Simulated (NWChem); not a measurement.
System meant: C$_{4}$H$_{9}$O, doublet; SMILES C[CH]OCC

NWChem input:

```
start job
memory heap 200 mb stack 900 mb global 1100 mb
geometry units angstroms noautoz
  C     -0.339929     2.435211     0.011506
  C      0.472497     1.194822    -0.072005
  O     -0.237104     0.030401    -0.009348
  C      0.535730    -1.164850    -0.031125
  C     -0.400201    -2.354176     0.068196
  H     -1.180301     2.408610    -0.714940
  H     -0.799537     2.593865     1.020253
  H      0.283583     3.323507    -0.210634
  H      1.510554     1.158879     0.314010
  H      1.261914    -1.157011     0.818508
  H      1.136989    -1.204324    -0.970364
  H      0.175205    -3.300888     0.056653
  H     -1.109821    -2.366220    -0.782783
  H     -0.988921    -2.313643     1.006214
end
basis spherical
  * library def2-svp
end
dft
  odft
  mult 3
  xc xpbe96 cpbe96
  iterations 150
  mulliken
end
task dft energy
```

End of the output:

```
 Summary of "ao basis" -> "" (spherical)
 ------------------------------------------------------------------------------
       Tag                 Description            Shells   Functions and Types
 ---------------- ------------------------------  ------  ---------------------
 *                          def2-svp                  on all atoms

  pbe96 is a nonlocal functional; adding pw91lda local functional.

                                 NWChem DFT Module
                                 -----------------

 Summary of "ao basis" -> "ao basis" (spherical)
 ------------------------------------------------------------------------------
       Tag                 Description            Shells   Functions and Types
 ---------------- ------------------------------  ------  ---------------------
 C                          def2-svp                 6       14   3s2p1d
 O                          def2-svp                 6       14   3s2p1d
 H                          def2-svp                 3        5   2s1p

 Summary of "ao basis" -> "ao basis" (spherical)
 ------------------------------------------------------------------------------
       Tag                 Description            Shells   Functions and Types
 ---------------- ------------------------------  ------  ---------------------
 C                          def2-svp                 6       14   3s2p1d
 O                          def2-svp                 6       14   3s2p1d
 H                          def2-svp                 3        5   2s1p

  number of electrons :                   41
  multiplicity        :                    3
 ------------------------------------------------------------------------
  no. of electrons and multiplicity not compatible                  41
 ------------------------------------------------------------------------
 ------------------------------------------------------------------------
  current input line :
    29: task dft energy
 ------------------------------------------------------------------------
 ------------------------------------------------------------------------
 There is an error in the input file
 ------------------------------------------------------------------------
 For more information see the NWChem manual at https://nwchemgit.github.io

0: no. of electrons and multiplicity not compatible:Received an Error in Communication
```

Task: Find the fault in this run and fix the input.

Result: The input was rejected before any calculation. Cause: the multiplicity doesn't fit the number of electrons (an even count wants an odd multiplicity, and the reverse). This input runs:
```
start job
memory heap 200 mb stack 900 mb global 1100 mb
geometry units angstroms noautoz
  C     -0.339929     2.435211     0.011506
  C      0.472497     1.194822    -0.072005
  O     -0.237104     0.030401    -0.009348
  C      0.535730    -1.164850    -0.031125
  C     -0.400201    -2.354176     0.068196
  H     -1.180301     2.408610    -0.714940
  H     -0.799537     2.593865     1.020253
  H      0.283583     3.323507    -0.210634
  H      1.510554     1.158879     0.314010
  H      1.261914    -1.157011     0.818508
  H      1.136989    -1.204324    -0.970364
  H      0.175205    -3.300888     0.056653
  H     -1.109821    -2.366220    -0.782783
  H     -0.988921    -2.313643     1.006214
end
basis spherical
  C library def2-svp
  O library def2-svp
  H library def2-svp
end
dft
  odft
  mult 2
  xc xpbe96 cpbe96
  iterations 150
  mulliken
end
task dft energy
```
It converges to -232.52472 Ha (PBE/def2-SVP, spin-unrestricted).
